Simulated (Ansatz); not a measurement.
Calculated with Ansatz (gas phase, PBE0-D4/def2-TZVP geometries, no zero-point term in ΔE). CBS: MP2 limit from def2 TZ/QZ plus the TZ coupled-cluster correction, frozen cores. This one scheme is used for every species. Functionals use def2-TZVPP. B3LYP here is the variant with VWN-RPA as its local correlation; programs differ in this. Each species was taken in one conformer, which may not be the lowest.

`CC[SiH](O)F` + `C[SiH](N)O` → `C[Si@H](O)N[Si@@H](O)F` + `CC`  (ligand exchange at the Si–C bond)

```
             level  ΔE (kcal/mol)  difference from CCSD(T)/CBS
            PBE-D4          -20.5                          1.8
         r2SCAN-D4          -22.5                         -0.2
           PBE0-D4          -21.4                          0.9
          B3LYP-D4          -22.7                         -0.4
           ωB97X-V          -22.0                          0.3
           ωB97M-V          -22.2                          0.1
            B2PLYP          -22.3                          0.0
               PBE          -19.8                          2.5
            r2SCAN          -22.3                          0.0
              PBE0          -20.7                          1.6
             B3LYP          -21.5                          0.8
     HF/def2-TZVPP          -23.9                         -1.6
    MP2/def2-TZVPP          -22.9                         -0.6
SCS-MP2/def2-TZVPP          -22.9                         -0.6
   CCSD/def2-TZVPP          -22.7                         -0.4
CCSD(T)/def2-TZVPP          -22.6                         -0.3
     HF/def2-QZVPP          -24.0                         -1.7
    MP2/def2-QZVPP          -22.7                         -0.4
SCS-MP2/def2-QZVPP          -22.7                         -0.4
      HF/CBS(def2)          -24.0                         -1.7
     MP2/CBS(def2)          -22.5                         -0.2
    CCSD/CBS(def2)          -22.3                          0.0
       CCSD(T)/CBS          -22.3                            0
```

Largest T1 diagnostic among the species: 0.011.

From PBE to PBE0 (25 % exact exchange), in def2-TZVPP and without D4, ΔE moves by −1.0 kcal/mol. The D4 term adds −1.2 kcal/mol with B3LYP and −0.7 kcal/mol with PBE0; it sums over pairs of atoms, weighted by their polarisabilities, and B3LYP, whose exchange is more repulsive, gets the larger term.
